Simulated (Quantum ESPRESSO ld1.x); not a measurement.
Results of a calculation; reference values are marked as such.
Q: Radial electron density D(r) = 4 pi r^2 rho(r) of an atom or ion with 54 electrons. Level of theory: non-relativistic Kohn-Sham, LDA (Slater exchange, VWN5 correlation), spin-polarised, spherical densities, point nucleus (ld1.x of Quantum ESPRESSO 7.5).

r (bohr),D(r) (e/bohr)
0.00261,8.732
0.003453,13.86
0.004533,21.08
0.005997,31.17
0.007935,43.66
0.01042,56.67
0.01378,67.96
0.01809,73.29
0.02393,71.37
0.03142,66.33
0.04157,67.68
0.055,81.42
0.07219,96.26
0.09552,93.87
0.1254,78.16
0.1659,76.41
0.2177,84.92
0.2881,66.34
0.3812,35.17
0.5004,32.68
0.662,34.61
0.869,20.23
1.15,10.05
1.509,7.722
1.997,4.096
2.642,0.9681
3.468,0.09237
4.589,0.002470

What is the nuclear charge?

A: Z = 58. The innermost maximum, from 1s, lies near 1/Z = 0.0172 bohr (found: 0.0193), and its height grows with Z. The density is that of the cerium ion Ce4+ in [Xe]; the configuration itself is not fixed sharply by these data, and Z only to a few units. D(r) has 4 maxima, at r = 0.0193, 0.0807, 0.218, 0.601 bohr, and minima at 0.0351, 0.147, 0.440 bohr, inside which lie 1.98, 11.40, 28.96 electrons.
